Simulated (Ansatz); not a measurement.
`CCBCF` + HCl → `FCBCl` + ethane at 500 K and 1 bar (ligand exchange at a B–C bond).

Isolated molecules relaxed with PBE0-D4/def2-TZVP in Ansatz; ΔE leaves out vibrations. CCSD(T)/CBS adds triple-zeta CCSD(T) − MP2 to the extrapolated MP2 energy (def2 sets, frozen cores). This one scheme is used for every species. Each species was taken in one conformer, which may not be the lowest.

```csv
species,CCSD(T)/CBS energy (Eh),H − E (kJ/mol),S (J/(mol·K))
`CCBCF`,-243.54510,327.0,409.2
HCl,-460.38127,32.5,201.9
`FCBCl`,-624.24106,145.4,340.0
`CC`,-79.71954,220.5,259.9
```

H − E and S are ideal-gas, rigid-rotor, harmonic terms from PBE0-D4/def2-TZVP, for one conformer and one mirror image of each species. 1 Eh = 2625.50 kJ/mol, R = 8.31446 J/(mol·K).

Question: By hand: ΔE, ΔH, ΔS and ΔG.

Answer: ΔE = (-624.24106) + (-79.71954) − (-243.54510) − (-460.38127) = -0.03423 Eh = -89.9 kJ/mol. Δ(H − E) = 145.4 + 220.5 − 327.0 − 32.5 = 6.4, so ΔH = -83.5 kJ/mol. ΔS = 340.0 + 259.9 − 409.2 − 201.9 = -11.2 J/(mol·K). ΔG = -83.5 − 500 × (-11.2)/1000 = -77.9 kJ/mol.

Question: By hand: the equilibrium constant, and the temperature at which ΔG would vanish if ΔH and ΔS stayed fixed.

Answer: log₁₀ K = −ΔG/(RT ln 10) = 8.1. ΔG = 0 at ΔH/ΔS = 7455 K, far beyond where these terms or the molecules hold.

The number of gas molecules stays the same, so ΔS is small and ΔH decides. A doubt of 5 kJ/mol in ΔE shifts log₁₀ K by 0.5 here. Other conformers and mirror images would add mixing entropy, several J/(mol·K) or more a flexible species. Modes under 60 cm⁻¹, often nearly free rotors, make the harmonic entropy too high. These are equilibria of isolated gas molecules and say nothing of rates. Largest T1 diagnostic: 0.012 (customary marks: 0.02 for closed shells, 0.045 for open ones).
